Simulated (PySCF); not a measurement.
Computed shifts of a molecule FH6NOSi2, PBE/pcSseg-1 in PySCF, GIAO, gas phase, atoms alike by connectivity averaged where their shifts nearly agree, in ppm (number of nuclei): ¹⁵N: 56.4 (1). ²⁹Si: 8.4 (1), -25.7 (1). ¹⁹F: -289.9 (1). ¹H: 5.96 (2), 5.46 (1), 3.71 (1), 2.26 (1), 1.56 (1). References: ¹⁵N against NH3 (σ = 267.0 ppm); ²⁹Si against TMS (σ = 335.4 ppm); ¹⁷O against H2O (σ = 334.3 ppm); ¹⁹F against CFCl3 (σ = 133.6 ppm); ¹H against TMS (σ = 31.49 ppm), references at their B3LYP-D3(BJ)/def2-TZVP geometries, non-relativistic. Geometry optimised at PBE-D3(BJ)/def2-SVP. One conformer was computed; it need not be the lowest.

Question: Which structure fits?
(A) N[SiH2]O[SiH2]F
(B) O[Si@H](F)N[SiH3]
(C) N[SiH2][Si@@H](O)F
(D) N[Si@@H](O)[SiH2]F

Answer: D, N[Si@@H](O)[SiH2]F
